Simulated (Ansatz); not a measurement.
C₃H₇Al (`C=[CH][AlH][CH3]`), 11 atoms. Total charge 0; spin multiplicity 1. All runs use 2 threads of a server CPU on a shared host. Correlated methods freeze the cores.

(1) How many basis functions does each run have, and how long does it take in Ansatz? RKS PBE0-D4/def2-TZVPP energy; RKS ωB97M-V/def2-SVP energy; RKS PBE0-D4/def2-QZVPP energy; RHF-CCSD(T)/def2-SVP energy; RKS r2SCAN-D4/def2-TZVPP energy and forces; direct RPA on PBE orbitals/def2-TZVPP energy; RKS ωB97M-V/def2-QZVPP energy; RKS PBE0-D4/def2-SVP energy; RHF-MP2/def2-QZVPP energy; RKS SPW92/def2-TZVPP energy; RHF-CCSD(T)/def2-TZVPP energy; RKS PBE0-D4/def2-TZVP frequencies. (Best estimate.)

## Answers

(1) The calculation gave: Other jobs shared the machine, so times are rough.

```csv
level,job,functions,wall time,peak host memory (GiB)
RKS PBE0-D4/def2-SVP,energy,95,0.75 s,0.2
RKS SPW92/def2-TZVPP,energy,233,1.1 s,0.27
RKS PBE0-D4/def2-TZVPP,energy,233,2 s,0.47
RHF-CCSD(T)/def2-SVP,energy,95,2.3 s,0.37
RKS ωB97M-V/def2-SVP,energy,95,2.5 s,0.27
RKS r2SCAN-D4/def2-TZVPP,energy and forces,233,3.1 s,0.3
direct RPA on PBE orbitals/def2-TZVPP,energy,233,3.7 s,0.56
RKS PBE0-D4/def2-QZVPP,energy,451,6 s,1.2
RKS ωB97M-V/def2-QZVPP,energy,451,13 s,1.5
RHF-MP2/def2-QZVPP,energy,451,16 s,2.4
RHF-CCSD(T)/def2-TZVPP,energy,233,32 s,4.4
RKS PBE0-D4/def2-TZVP,frequencies,172,2.9 min,0.42
```
